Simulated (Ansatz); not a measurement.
`[BH2][GaH][O]C` + `[CH2]1[NH][AlH]1` → `B[N]1[CH2][AlH]1` + `C[O][GaH2]` at 298.15 K and 1 bar (cleavage of the B–Ga bond).

Gas-phase electronic energies from Ansatz, PBE0-D4/def2-TZVP geometries. CBS: MP2 limit from def2 TZ/QZ plus the TZ coupled-cluster correction, frozen cores. For Ga outer-core shells are correlated without core-valence functions, which leaves a few kJ/mol of doubt a bond. Scalar relativity is left out up to krypton. One conformer a species, not always the lowest.

```json
{"species": "`[BH2][GaH][O]C`", "CCSD(T)/CBS energy (Eh)": "-2065.53474", "H − E (kJ/mol)": "199.7", "S (J/(mol·K))": "347.8"}
{"species": "`[CH2]1[NH][AlH]1`", "CCSD(T)/CBS energy (Eh)": "-337.12157", "H − E (kJ/mol)": "139.0", "S (J/(mol·K))": "270.1"}
{"species": "`B[N]1[CH2][AlH]1`", "CCSD(T)/CBS energy (Eh)": "-362.54602", "H − E (kJ/mol)": "173.0", "S (J/(mol·K))": "302.8"}
{"species": "`C[O][GaH2]`", "CCSD(T)/CBS energy (Eh)": "-2040.16771", "H − E (kJ/mol)": "160.8", "S (J/(mol·K))": "303.8"}
```

H − E and S are ideal-gas, rigid-rotor, harmonic terms from PBE0-D4/def2-TZVP, for one conformer and one mirror image of each species. 1 Eh = 2625.50 kJ/mol, R = 8.31446 J/(mol·K).

**Question.** By hand: ΔE, ΔH, ΔS and ΔG.

**Answer.** ΔE = (-362.54602) + (-2040.16771) − (-2065.53474) − (-337.12157) = -0.05742 Eh = -150.8 kJ/mol. Δ(H − E) = 173.0 + 160.8 − 199.7 − 139.0 = -4.9, so ΔH = -155.7 kJ/mol. ΔS = 302.8 + 303.8 − 347.8 − 270.1 = -11.3 J/(mol·K). ΔG = -155.7 − 298.15 × (-11.3)/1000 = -152.3 kJ/mol.

**Question.** By hand: the equilibrium constant, and the temperature at which ΔG would vanish if ΔH and ΔS stayed fixed.

**Answer.** log₁₀ K = −ΔG/(RT ln 10) = 26.7. ΔG = 0 at ΔH/ΔS = 13779 K, far beyond where these terms or the molecules hold.

The number of gas molecules stays the same, so ΔS is small and ΔH decides. A doubt of 5 kJ/mol in ΔE shifts log₁₀ K by 0.9 here. Other conformers and mirror images would add mixing entropy, several J/(mol·K) or more a flexible species. These are equilibria of isolated gas molecules and say nothing of rates. Largest T1 diagnostic: 0.015 (customary marks: 0.02 for closed shells, 0.045 for open ones).
